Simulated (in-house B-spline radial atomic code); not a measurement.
How numerical settings move a run on Ti2+, [Ar] 3d2. Computed with an all-electron radial atomic-structure program (B-spline basis): non-relativistic AM05, spin-polarised, spherical fractional occupations, point nucleus.

Command:
```bash
python run_scf.py task.json out
```
Settings of the sound reference run:
```
Z                22
electrons        20
configuration    [Ar] 3d2
hamiltonian      nr
method           am05
spin_polarised   True
knot_spacing     0.22
spline_order     8
gauss_points     12
box_radius       22.22
max_iterations   70
damping          0.5
damped_steps     3
diis_vectors     10
tolerance        1e-08
start            Thomas-Fermi
```

Cost of the run: 0.15 s on 1 thread of Intel(R) Xeon(R) 6975P-C, on a shared host.

It converges in 10 iterations to -846.691530 hartree, with 3d up at -20.4756 eV. The other runs change the listed settings, some to values that make no sense; their results aren't properties of the atom or ion. Radii are in bohr (the nuclear one in fm), a minus after a letter asks for a j subshell, and «unchanged» means within 1e-8 hartree. The run stops when the residual is below 10 × tolerance × max(1, Z/10), or a noise floor if that is larger, and the energy moves by less than 1e-8 × √|E| hartree; so very loose and very tight tolerances often act alike.

```tsv
changed settings	outcome
max_iterations = 60, tolerance = 0.01, start = bare nucleus	converged in 9 iterations, energy unchanged, 3d up level -1.1e-04 eV
gauss_points = 4	converged in 10 iterations, energy -5.06e-07 hartree from the reference, 3d up level +1.4e-06 eV
box_radius = 0.89	converged in 7 iterations, energy +1.04e+02 hartree from the reference, 3d up level +3.3e+02 eV (the program warns: 3d up has a positive eigenvalue: unbound, held by the box; 3s up has a positive eigenvalue: unbound, held by the box)
damped_steps = 1	converged in 9 iterations, energy unchanged, 3d up level -1.7e-06 eV
box_radius = 6.67	converged in 10 iterations, energy +1.28e-04 hartree from the reference, 3d up level +1.1e-02 eV (the program warns: 3d up reaches the box edge)
spline_order = 5, max_iterations = 100, damping = 0, diis_vectors = 4, tolerance = 1e-13	converged in 12 iterations, energy +6.40e-06 hartree from the reference, 3d up level -1.6e-06 eV
box_radius = 2.22	converged in 9 iterations, energy +1.36e+00 hartree from the reference, 3d up level +1.7e+01 eV (the program warns: 3d up reaches the box edge; 3s up reaches the box edge)
damped_steps = 8	converged in 13 iterations, energy unchanged, 3d up level +1.1e-05 eV
knot_spacing = 0.15, spline_order = 3, gauss_points = 16, max_iterations = 75, tolerance = 0.01	converged in 8 iterations, energy +3.73e-03 hartree from the reference, 3d up level -2.3e-03 eV
hamiltonian = dirac, method = hf, nucleus = fermi, rms_radius = 3.5921, mass_number = 48, atomic_mass = 47.94794, speed_of_light = 137.036	stopped with error: spin polarisation is not served with the Dirac Hamiltonian
box_radius = 11.11	converged in 10 iterations, energy +1.09e-08 hartree from the reference, 3d up level +2.0e-06 eV
box_radius = 1.33	converged in 8 iterations, energy +2.08e+01 hartree from the reference, 3d up level +1.1e+02 eV (the program warns: 3d up has a positive eigenvalue: unbound, held by the box; 3s up has a positive eigenvalue: unbound, held by the box)
gauss_points = 3	converged in 9 iterations, energy -1.97e+05 hartree from the reference, 3d up level +6.2e-01 eV
knot_spacing = 0.55, spline_order = 10, max_iterations = 100	converged in 10 iterations, energy +9.91e-03 hartree from the reference, 3d up level -1.2e-03 eV
electrons = 21, configuration = [Ar] 3d2 4p-1, max_iterations = 75	stopped with error: j subshells need the Dirac Hamiltonian and l > 0
```

What happens with box_radius = 4.44?

Converged in 10 iterations, energy +9.54e-03 hartree from the reference, 3d up level +4.5e-01 eV (the program warns: 3d up reaches the box edge; 3s up reaches the box edge).

What happens with knot_spacing = 2, first_knot = 4.55e-05, max_iterations = 100?

Converged in 9 iterations, energy +1.43e+01 hartree from the reference, 3d up level -2.5e+00 eV (the program warns: 2s up reaches the box edge; 2s down reaches the box edge).

What happens with box_radius = 3.33?

Converged in 10 iterations, energy +8.71e-02 hartree from the reference, 3d up level +2.5e+00 eV (the program warns: 3d up reaches the box edge; 3s up reaches the box edge).

What happens with damped_steps = 0?

Converged in 8 iterations, energy unchanged, 3d up level -8.8e-06 eV.
